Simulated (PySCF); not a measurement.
SbCl4, SMILES [Cl][Sb+]([Cl])([Cl])[Cl], charge +1. Atoms are numbered in the order given.

```xyz
5

Sb     0.0000     0.0000     0.0000
Cl     1.3168     1.3168    -1.3168
Cl    -1.3168     1.3168     1.3168
Cl    -1.3168    -1.3168    -1.3168
Cl     1.3168    -1.3168     1.3168
```
Charge +1, spin multiplicity 1.

Geometry optimised at r2SCAN-D4/def2-SVP. The spin state was assumed, not searched. The isomer is the one that the SMILES or the coordinates give; other isomers of the formula were not compared. The def2 effective core potentials stand for the cores of Sb; spin–orbit coupling is left out.

Calculation: r2SCAN-D4/def2-SVP (PySCF).

Frequencies are harmonic and unscaled.

Modes within 1.5 cm⁻¹ of each other (mostly degenerate sets) share a row, with their intensities summed.

Computed harmonic wavenumbers and intensities:
```tsv
mode	ν (cm⁻¹)	IR (km/mol)	moving atoms (share of kinetic energy)
1–2	102	0.0	Cl 100 %
3–5	130	20.4	Cl 75 %, Sb 25 %
6	372	0.0	Cl 100 %
7–9	432	123.3	Cl 71 %, Sb 29 %
```
